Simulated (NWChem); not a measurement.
Molecule: MgSiH3Br; SMILES [SiH3][Mg][Br]

```xyz
6

Mg     0.0845    -0.4137     0.0001
Br     0.5193     1.9185     0.0008
Si    -0.3809    -2.9391    -0.0007
H     -1.0258    -3.3991    -1.2865
H     -1.3077    -3.3485     1.1193
H      0.8839    -3.7480     0.1646
```
Atoms are numbered in this order, from 1.

Level: PBE-D3(BJ)/def2-SVP (NWChem), optimised geometry, unscaled harmonic frequencies. This build's default masses of Se (78.918 u) and Br (79.917 u) are each other's, which moves their modes by up to 0.6 %.

List the harmonic frequencies with IR intensities, and the thermochemistry.


| frequency (cm⁻¹) | IR intensity (km/mol) |
|---|---|
| 92 | 18.6 |
| 92 | 18.6 |
| 212 | 2.9 |
| 383 | 0.5 |
| 383 | 0.5 |
| 465 | 69.0 |
| 805 | 259.5 |
| 904 | 33.4 |
| 905 | 33.4 |
| 2125 | 64.3 |
| 2140 | 76.4 |
| 2140 | 76.4 |

| Item | Result |
|---|---|
| zero-point energy | 15.2 kcal/mol |
| thermal correction to the enthalpy at 298.15 K (with zero-point energy) | 19.5 kcal/mol |
| heat capacity Cv | 17.7 cal/(mol K) |
| entropy at 298.15 K and 1 atm (symmetry number 3) | 76.9 cal/(mol K) |
| dipole moment | 1.29 D |

Rigid rotor and harmonic oscillator; modes under 100 cm⁻¹ make the entropy uncertain.
